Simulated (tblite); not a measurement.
Compound: C3H10NSi (doublet state).
Numbering: `[CH3:1][CH:2]([CH3:3])[N:4][SiH3:5]` (hydrogens: H6, H7, H8 on C1; H9 on C2; H10, H11, H12 on C3; H13, H14, H15 on Si5)

Computed with GFN2-xTB (tblite), gas phase: L-BFGS steps from a force-field or distance-geometry start until the largest atomic force falls under 0.01 eV/Å.

Step 58: E = -438.8159 eV
```
atom  x, y, z in Å  |  force x, y, z in eV/Å
C1     -0.6973   -1.1669   -0.3519    0.018   0.020   0.007
C2     -0.5629    0.0500    0.5767   -0.030   0.039   0.025
C3     -1.5932    1.1322    0.2062   -0.003   0.011  -0.014
N4      0.7150    0.5898    0.6548   -0.031  -0.001  -0.003
Si5     2.2986    0.0358    0.5532   -0.047   0.052   0.041
H6     -0.0410   -1.9670   -0.0226    0.016  -0.010  -0.001
H7     -1.7229   -1.5267   -0.3618    0.002  -0.003   0.017
H8     -0.4135   -0.8766   -1.3602    0.002  -0.013  -0.012
H9     -0.8162   -0.2897    1.6019   -0.004  -0.009  -0.035
H10    -2.5991    0.7203    0.2435    0.011   0.003   0.009
H11    -1.3996    1.4951   -0.8003    0.025  -0.015   0.008
H12    -1.5314    1.9735    0.8918    0.056  -0.040  -0.003
H13     2.8701    0.6979   -0.6287   -0.012   0.000   0.009
H14     2.9280    0.5477    1.7780    0.004   0.006  -0.020
H15     2.5609   -1.4075    0.4579   -0.008  -0.039  -0.027
```

Step 59: E = -438.8165 eV
```
atom  x, y, z in Å  |  force x, y, z in eV/Å
C1     -0.6991   -1.1697   -0.3530    0.030   0.026   0.017
C2     -0.5649    0.0472    0.5759   -0.042   0.042   0.034
C3     -1.5906    1.1334    0.2055   -0.014   0.017  -0.013
N4      0.7130    0.5858    0.6596   -0.026  -0.006  -0.006
Si5     2.2973    0.0355    0.5549   -0.042   0.061   0.016
H6     -0.0376   -1.9665   -0.0250    0.005  -0.011  -0.003
H7     -1.7237   -1.5349   -0.3599    0.034   0.018   0.007
H8     -0.4155   -0.8757   -1.3603   -0.018  -0.026  -0.019
H9     -0.8224   -0.2920    1.5999   -0.001  -0.014  -0.023
H10    -2.5989    0.7278    0.2463    0.013   0.000   0.006
H11    -1.3977    1.4944   -0.8017    0.025  -0.018   0.004
H12    -1.5217    1.9754    0.8899    0.052  -0.044  -0.005
H13     2.8656    0.7030   -0.6268   -0.018  -0.011   0.015
H14     2.9290    0.5512    1.7757    0.009   0.007  -0.002
H15     2.5628   -1.4069    0.4576   -0.005  -0.040  -0.028
```

Q: Estimate the geometry and energy of step 60. (The exact step hangs on the optimiser's Hessian estimate; all steps are aligned on step 59, rigid shifts and turns removed.)

A: E = -438.8172 eV, largest force 0.072 eV/Å
```
atom  x, y, z in Å  |  force x, y, z in eV/Å
C1     -0.6997   -1.1720   -0.3535    0.032   0.024   0.018
C2     -0.5677    0.0451    0.5758   -0.034   0.024   0.031
C3     -1.5882    1.1350    0.2044   -0.018   0.015  -0.011
N4      0.7100    0.5822    0.6674   -0.019  -0.007  -0.008
Si5     2.2949    0.0356    0.5568   -0.031   0.048  -0.009
H6     -0.0342   -1.9663   -0.0266   -0.004  -0.003  -0.004
H7     -1.7234   -1.5428   -0.3585    0.060   0.039  -0.003
H8     -0.4160   -0.8755   -1.3602   -0.034  -0.036  -0.017
H9     -0.8307   -0.2948    1.5974   -0.003  -0.018   0.003
H10    -2.5985    0.7353    0.2484    0.008   0.000  -0.001
H11    -1.3941    1.4936   -0.8032    0.021  -0.017  -0.003
H12    -1.5117    1.9766    0.8882    0.044  -0.034  -0.003
H13     2.8592    0.7079   -0.6254   -0.026  -0.022   0.018
H14     2.9320    0.5553    1.7720    0.010   0.004   0.015
H15     2.5637   -1.4073    0.4556   -0.008  -0.016  -0.026
```

The energy changes by -0.0007 eV. The first-order estimate −F·Δx gives -0.0010 eV and the mean of the old and new forces, exact on a quadratic surface, -0.0007 eV. The step makes an angle of 76° with the force vector and moves no atom by more than 0.010 Å.

What follows is the cost of the whole relaxation. Time: 0.61 s wall. Hardware: Arm Neoverse V2, one thread (shared host).
